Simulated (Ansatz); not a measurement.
Cost and result for the atomization energy of `N[SiH2]OCF` (11 atoms, 10 bonds).

| atom | x (Å) | y (Å) | z (Å) |
| --- | --- | --- | --- |
| N1 | 2.064 | 0.691 | -0.360 |
| Si2 | 0.458 | 0.709 | 0.188 |
| O3 | -0.475 | -0.453 | -0.558 |
| C4 | -1.554 | -1.055 | 0.023 |
| F5 | -2.616 | -0.176 | 0.103 |
| H6 | 2.682 | -0.084 | -0.184 |
| H7 | 2.335 | 1.203 | -1.183 |
| H8 | 0.408 | 0.388 | 1.639 |
| H9 | -0.085 | 2.051 | -0.117 |
| H10 | -1.873 | -1.893 | -0.601 |
| H11 | -1.343 | -1.381 | 1.050 |

The species carries charge 0 and has multiplicity 1. The structure was optimised at the PBE0-D4/def2-TZVP level. It is one conformer, not always the lowest. Program: Ansatz. All runs use 4 threads of an AMD EPYC 7B13 on a shared host. Times are those of one run each, without the atoms' runs, and a repeat can differ threefold. Electronic energies, without spin–orbit coupling; frozen cores. CCSD(T)/CBS adds CCSD(T) − MP2 in def2-TZVPP to the MP2 limit, and its time is that of the two runs behind it. T1 = 0.011. HSE06 is the plane-wave form, built on full-range PBE exchange.

CCSD(T)/CBS is a level of theory with its own doubt, some kJ/mol a heavy atom from the limit and from the frozen cores, so smaller differences don't rank the functionals.

| level | functions | wall time | atomization (kJ/mol) | difference from CCSD(T)/CBS | per bond |
| --- | --- | --- | --- | --- | --- |
| PBE-D4/def2-TZVPP (with forces) | 250 | 1.9 s | 4075.4 | 55.7 | 5.6 |
| BHLYP-D4/def2-TZVPP | 250 | 2.2 s | 3877.5 | -142.2 | -14.2 |
| HSE06-D4/def2-TZVPP | 250 | 2.3 s | 3989.2 | -30.5 | -3.1 |
| r2SCANh-D4/def2-TZVPP | 250 | 3.3 s | 3972.2 | -47.5 | -4.8 |
| r2SCAN-D4/def2-TZVPP (with forces) | 250 | 3.4 s | 4003.6 | -16.1 | -1.6 |
| B2PLYP/def2-TZVPP | 250 | 3.9 s | 3970.3 | -49.4 | -4.9 |
| PBE-QIDH/def2-TZVPP | 250 | 4 s | 3957.5 | -62.2 | -6.2 |
| CCSD(T)/def2-SVP | 104 | 4.1 s | 3727.1 | -292.6 | -29.3 |
| ωB97X-V/def2-TZVPP | 250 | 5 s | 4031.3 | 11.6 | 1.2 |
| ωB97M-V/def2-TZVPP (with forces) | 250 | 7.5 s | 4027.9 | 8.2 | 0.8 |
| MP2/def2-QZVPP | 478 | 15 s | 4044.0 | 24.3 | 2.4 |
| CCSD(T)/def2-TZVPP | 250 | 110 s | 3898.5 | -121.2 | -12.1 |
| CCSD(T)/CBS(def2) | – | 2.1 min | 4019.7 | 0.0 | 0.0 |

From PBE to PBE0 (25 % exact exchange), in def2-TZVPP and without D4, the atomization energy moves by −86.5 kJ/mol: exact exchange takes away binding that semilocal exchange gives to molecules. In def2-TZVPP, CCSD(T) changes the Hartree–Fock value by +1066.9 kJ/mol (the triples alone add +58.4 kJ/mol) and MP2 by +1139.5 kJ/mol; breaking electron pairs costs correlation energy, which Hartree–Fock lacks. At CCSD(T), def2-SVP lies −292.6 kJ/mol from the extrapolated value and def2-TZVPP −121.2 kJ/mol: correlation converges slowly with the basis, and small sets miss more of it in the bonded molecule than in its fragments.
